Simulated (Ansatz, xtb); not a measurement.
**Two structures of BClFGeH2+**

Structure I: a singlet given by its coordinates. Structure II: a singlet given by its coordinates. Both are isolated ions in the gas phase, relaxed with r2SCAN-D4/def2-SVP.

I (Å):

```xyz
6

B     1.3520   -0.2370    0.0353
Cl    0.0479   -1.3946    0.4010
F     1.1244    0.9560    0.5917
Ge   -0.9919    0.6531    1.7514
H     2.3064   -0.5027   -0.6223
H    -1.6035    1.1109    0.3609
```

Close contacts (Å): B1–Cl2 1.78, B1–F3 1.34, Cl2–Ge4 2.66, B1–H5 1.19, Ge4–H6 1.59.

II (Å):

```xyz
6

B     0.3338   -0.1644    1.0824
Cl   -0.4073   -0.8197   -0.4419
F    -1.2008    2.2030   -0.4688
Ge   -1.6410    1.0782   -1.6864
H     0.9185   -1.0013    1.6992
H     0.1618    0.9962    1.2967
```

Close contacts (Å): B1–Cl2 1.82, Cl2–Ge4 2.58, F3–Ge4 1.72, B1–H5 1.19, B1–H6 1.19.

Problem. Which of the two would you expect CCSD(T)/def2-TZVP electronic energies to favour?

Solution. Structure I; the calculation gives E(II) − E(I) = +2.9 kcal/mol.

Level by level:

| level | geometry | E(II) − E(I) (kcal/mol) | departure from the last row (kcal/mol) | job, with rough time for the two |
| --- | --- | --- | --- | --- |
| r2SCAN-D4/def2-SVP | r2SCAN-D4/def2-SVP | +5.3 | +2.4 | optimisation, 64 s |
| HF/def2-TZVP | r2SCAN-D4/def2-SVP | +3.8 | +0.9 | part of the CCSD(T) run |
| MP2/def2-TZVP | r2SCAN-D4/def2-SVP | +1.7 | −1.3 | part of the CCSD(T) run |
| CCSD(T)/def2-TZVP | r2SCAN-D4/def2-SVP | +2.9 |  | single point, 64 s |

None of the levels shown reverses the order. The largest departure from CCSD(T)/def2-TZVP is that of r2SCAN-D4/def2-SVP, 2.4 kcal/mol. Levels run at GFN2-xTB geometries aren't shown.

With harmonic frequencies from r2SCAN-D4/def2-SVP (ideal gas, rigid rotor, one conformer each, 298.15 K, 1 atm): on the last row, ΔE + ΔZPE = +3.3 kcal/mol. A mode under 50 cm⁻¹ makes harmonic enthalpies and free energies unreliable, so none is given.

The correlated steps freeze 16 core orbitals; the filled d shell of Ge is correlated, in a basis made for valence electrons. Run with Ansatz 0.2.0; the last row on 2 threads of Intel(R) Xeon(R) Platinum 8259CL CPU @ 2.50GHz (Skylake/Cascade Lake) on a shared host.
